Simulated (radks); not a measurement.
Valence configurations of Nd I (all share [Xe]). Method: non-relativistic Kohn-Sham, TPSS, spin-polarised, spherical densities, point nucleus; open shells are filled with parallel spins first (spin-orbit coupling, left out, can overturn this in heavy ions); meta-GGA in the generalised Kohn-Sham scheme; relativity is left out, which matters for an element this heavy; computed with a radial shooting solver on a logarithmic mesh with Libxc functionals. Order these by energy: 4f4 5d1 6s1; 4f2 5d3 6s1; 4f3 6s2 6p1; 4f3 5d1 6s1 6p1; 4f3 5d3; 4f1.5 5d3 6s1.5; 4f3 5d1 6s2; 4f4 5d2; 4f4 6s2; 4f4.5 6s1.5.

Answer. From the lowest, in eV above it: 4f4.5 6s1.5 0.000; 4f4 6s2 0.470; 4f4 5d1 6s1 0.869; 4f4 5d2 2.161; 4f3 5d3 5.634; 4f3 5d1 6s2 5.653; 4f3 5d1 6s1 6p1 7.036; 4f3 6s2 6p1 8.635; 4f2 5d3 6s1 13.935; 4f1.5 5d3 6s1.5 21.594. NIST lists [Xe] 4f4 6s2 as the ground configuration; this level of theory puts 4f4.5 6s1.5 lower, by 0.470 eV. The energies are those of spherical high-spin densities, not of single terms. Relativity is left out, which favours d and f over s occupation in heavy atoms.
